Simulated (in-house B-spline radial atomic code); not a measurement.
Checks on a self-consistent run for Tl6+, [He] 2s2 (2p1/2)2 (2p3/2)3 3s2 3p6 3d10 4s2 4p6 4d10 4f14 5s2 5p6 5d8. Level of theory: Dirac-Hartree-Fock, average of the jj configuration, Fermi nucleus of rms radius 5.4759 fm; calculated with an all-electron radial atomic-structure program (B-spline basis).

```tsv
orbital	q	ε (Eh)	<1/r>	<r²>	small-component weight
1s1/2	2	-3180.36097	99.3811	0.000368553	0.095205
2s1/2	2	-579.51781	24.6288	0.00550506	0.022072
2p1/2	2	-557.58283	24.5514	0.00388157	0.022126
2p3/2	3	-480.88712	19.7081	0.00510079	0.019464
3s1/2	2	-144.54672	9.09949	0.0353203	0.0075072
3p1/2	2	-134.21780	9.00782	0.0320775	0.0074481
3p3/2	4	-116.57199	7.79397	0.0382511	0.0067855
3d3/2	4	-99.75368	7.65603	0.0290632	0.0065991
3d5/2	6	-95.82876	7.3628	0.0308058	0.0063829
4s1/2	2	-36.39173	3.85226	0.169178	0.0025603
4p1/2	2	-31.79634	3.74724	0.17136	0.0024705
4p3/2	4	-27.42153	3.33694	0.200671	0.0022192
4d3/2	4	-19.86236	3.13963	0.207496	0.0020114
4d5/2	6	-18.99506	3.03801	0.218159	0.0019337
4f5/2	6	-8.93753	2.70993	0.237646	0.0015842
4f7/2	8	-8.74338	2.67104	0.244036	0.0015524
5s1/2	2	-8.88144	1.58218	0.836162	0.00066378
5p1/2	2	-7.19600	1.4764	0.942067	0.00059355
5p3/2	4	-6.35059	1.33443	1.10448	0.00051856
5d3/2	3.2	-3.89461	1.11042	1.55668	0.00037449
5d5/2	4.8	-3.77812	1.07493	1.64438	0.00035474
```

Electron-electron repulsion V_ee = 7072.8093 hartree.

Problem. What total energy follows from the eigenvalues?

Solution. The eigenvalues count the repulsion twice, so E = Σqε - V_ee = -12726.598 - 7072.809 = -19799.407 hartree; the run printed -19799.407.

Problem. Does the Dirac virial theorem hold?

Solution. For a point nucleus E = -2c²Σq·w, with w the small-component weight. Here Σq·w = 0.52695 and c = 137.0360, so the ratio E/(-2c²Σq·w) is 1.000428; the finite nucleus accounts for the departure from 1.

Problem. What diamagnetic shielding (Lamb formula) and susceptibility (Langevin formula) do the radii give?

Solution. σ = (α²/3)Σq<1/r> = 615.568/(3·137.036²) = 10927 ppm, and χ = -0.79199×10⁻⁶·Σq<r²> = -22.55×10⁻⁶ cm³/mol with Σq<r²> = 28.473 bohr². Both are non-relativistic formulas without the paramagnetism of open shells; for so heavy an element the full relativistic shielding is larger by tens of per cent.
